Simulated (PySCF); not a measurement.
Computed shifts of a molecule C6H6, PBE/pcSseg-1 run with PySCF, GIAO, gas phase, equivalent atoms averaged, in ppm (number of nuclei): ¹³C: 236.6 (1), 102.0 (1), 84.8 (1), 83.2 (1), 79.2 (1), 10.5 (1). ¹H: 6.09 (1), 5.64 (2), 2.67 (3). References: ¹³C against TMS (σ = 182.0 ppm); ¹H against TMS (σ = 31.49 ppm), references at their B3LYP-D3(BJ)/def2-TZVP geometries, non-relativistic. Geometry: PBE-D3(BJ)/def2-SVP. Other conformers were not sampled.

Question: Which structure fits?
(A) C=C=CC#CC
(B) C#C[C@H]1C=CC1
(C) C=C1C=CC=C1
(D) C#CC(C)C#C

Answer: A, C=C=CC#CC
